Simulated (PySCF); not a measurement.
[V(H2O)6]2+ holds V(II), d3, at total charge +2. The structure is a model geometry with rigid ligands and bond lengths from ionic radii, not a minimum; coordination octahedral, point group Th, metal–donor distances 2.15 Å.

Method (PySCF 2.14, density fitting): CASSCF(3,5) with orbitals averaged over all microstates of the shell, strongly contracted NEVPT2 on the averaged canonical orbitals; basis x2c-TZVPall on the metal, x2c-SVPall elsewhere; spin-free X2C; gas phase; spin-orbit coupling by state interaction with the mean-field operator over all roots.

CASSCF energies above the lowest CASSCF root:

| state | CASSCF / cm⁻¹ |
| --- | --- |
| 4Ag | 0 |
| 4Tg | 10459 |
| 2Eg | 16131 |
| 2Tg | 16988 |
| 4Tg | 17146 |
| 2Tg | 22638 |
| 2Ag | 24160 |
| 2Tg | 27169 |
| 2Tg | 27763 |
| 4Tg | 28408 |
| 2Eg | 29549 |
| 2Tg | 33203 |
| 2Tg | 38449 |
| 2Tg | 38729 |
| 2Ag | 42758 |
| 2Tg | 43993 |
| 2Eg | 45847 |
| 2Tg | 49399 |
| 2Eg | 65250 |
| 2Tg | 68425 |

Question: How does dynamic correlation (SC-NEVPT2) move these states?

Answer: 
```json
{"state": "4Ag", "NEVPT2 / cm⁻¹": "0", "shift / cm⁻¹": "0"}
{"state": "4Tg", "NEVPT2 / cm⁻¹": "11921", "shift / cm⁻¹": "+1462"}
{"state": "2Eg", "NEVPT2 / cm⁻¹": "14410", "shift / cm⁻¹": "-1721"}
{"state": "2Tg", "NEVPT2 / cm⁻¹": "15360", "shift / cm⁻¹": "-1627"}
{"state": "4Tg", "NEVPT2 / cm⁻¹": "18641", "shift / cm⁻¹": "+1495"}
{"state": "2Tg", "NEVPT2 / cm⁻¹": "20580", "shift / cm⁻¹": "-2058"}
{"state": "2Ag", "NEVPT2 / cm⁻¹": "23927", "shift / cm⁻¹": "-232"}
{"state": "2Tg", "NEVPT2 / cm⁻¹": "26968", "shift / cm⁻¹": "-201"}
{"state": "2Tg", "NEVPT2 / cm⁻¹": "27298", "shift / cm⁻¹": "-465"}
{"state": "4Tg", "NEVPT2 / cm⁻¹": "28375", "shift / cm⁻¹": "-32"}
{"state": "2Eg", "NEVPT2 / cm⁻¹": "28432", "shift / cm⁻¹": "-1117"}
{"state": "2Tg", "NEVPT2 / cm⁻¹": "32404", "shift / cm⁻¹": "-799"}
{"state": "2Tg", "NEVPT2 / cm⁻¹": "39305", "shift / cm⁻¹": "+856"}
{"state": "2Tg", "NEVPT2 / cm⁻¹": "37653", "shift / cm⁻¹": "-1075"}
{"state": "2Ag", "NEVPT2 / cm⁻¹": "39468", "shift / cm⁻¹": "-3290"}
{"state": "2Tg", "NEVPT2 / cm⁻¹": "41256", "shift / cm⁻¹": "-2737"}
{"state": "2Eg", "NEVPT2 / cm⁻¹": "45187", "shift / cm⁻¹": "-660"}
{"state": "2Tg", "NEVPT2 / cm⁻¹": "47271", "shift / cm⁻¹": "-2128"}
{"state": "2Eg", "NEVPT2 / cm⁻¹": "59840", "shift / cm⁻¹": "-5410"}
{"state": "2Tg", "NEVPT2 / cm⁻¹": "62617", "shift / cm⁻¹": "-5808"}
```

NEVPT2 lifts 4Tg from 10459 to 11921 cm⁻¹; on the d shell alone it tends to overshoot states that fill the eg-type orbitals.
